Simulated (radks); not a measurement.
Values are calculated unless marked as measured or tabulated.
The nuclear charge of neutral iridium is varied continuously with 77 electrons held in [Xe] 4f14 5d7 6s2. Level of theory: scalar-relativistic Kohn-Sham, LDA (Slater exchange, Perdew-Wang correlation), spin-unpolarised, spherical densities, point nucleus (a radial shooting solver on a logarithmic mesh with Libxc functionals). By the Hellmann-Feynman theorem dE/dZ = E(electron-nucleus)/Z, the electronic potential at the nucleus. The scalar-relativistic energy here is not variational (the density holds large components alone), so the two differ by a part that grows with Z.

Z     E (hartree)  E(electron-nucleus)/Z (hartree)  HOMO  e(HOMO) (eV)  <r> HOMO (bohr)
76.8  -17701.8734                         -572.054    6s        -5.050            2.968
76.9  -17759.6258                         -573.210    6s        -5.807            2.924
77    -17817.4962                         -574.366    6s        -6.584            2.882
77.1  -17875.4848                         -575.523    6s        -7.382            2.842
77.2  -17933.5916                         -576.680    6s        -8.201            2.804
77.3  -17991.8166                         -577.837    6s        -9.039            2.768
77.4  -18050.1599                         -578.994    6s        -9.895            2.733
77.5  -18108.6214                         -580.152    6s       -10.770            2.700
77.6  -18167.2014                         -581.311    6s       -11.663            2.668
77.7  -18225.8998                         -582.470    6s       -12.573            2.637
77.8  -18284.7167                         -583.630    6s       -13.501            2.608
77.9  -18343.6522                         -584.790    6s       -14.445            2.579
78    -18402.7064                         -585.951    6s       -15.405            2.552

The central difference of E at Z = 77 is -579.295 hartree, to compare with the third column; the second derivative is -11.8 hartree.
